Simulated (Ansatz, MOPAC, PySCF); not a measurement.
System: GeH3, net charge 0, doublet state. SMILES: [GeH3]
Geometry from a B3LYP-D3(BJ)/def2-TZVP (Ansatz, a first-principles code) optimisation:
```xyz
4

Ge    -0.0167    -0.0237    -0.0294
H      0.5517    -0.9452     1.0702
H     -1.1244     0.8871     0.5402
H      1.1063     0.8180    -0.6708
```
Charge 0, spin multiplicity 2.

Unscaled harmonic wavenumbers (cm⁻¹) in rising order, each level at the stationary point that it reaches from this structure (no distance between atoms moves by over 0.3 Å); the order of modes can differ between levels, and a negative number is imaginary. B3LYP-D3(BJ)/def2-TZVP (PySCF, at the structure above): 711, 854, 854, 2071, 2117, 2117.

AM1 (MOPAC): 241, 611, 611, 1933, 1953, 1953. Zero-point energy 10.4 against 12.5 kcal/mol; where all levels lie over 400 cm⁻¹, the wavenumbers are on average 0.842 times those of B3LYP-D3(BJ)/def2-TZVP.

PM3 (MOPAC): 95, 682, 682, 1812, 1812, 1918. Zero-point energy 10.0 against 12.5 kcal/mol; where all levels lie over 400 cm⁻¹, the wavenumbers are on average 0.847 times those of B3LYP-D3(BJ)/def2-TZVP.

PM7 (MOPAC): 490, 745, 745, 2073, 2073, 2379. Zero-point energy 12.2 against 12.5 kcal/mol; where all levels lie over 400 cm⁻¹, the wavenumbers are on average 0.970 times those of B3LYP-D3(BJ)/def2-TZVP.

HF/6-31G* with LANL2DZ past Ar (Ansatz): 755, 931, 931, 2174, 2186, 2186. Zero-point energy 13.1 against 12.5 kcal/mol; where all levels lie over 400 cm⁻¹, the wavenumbers are on average 1.059 times those of B3LYP-D3(BJ)/def2-TZVP.
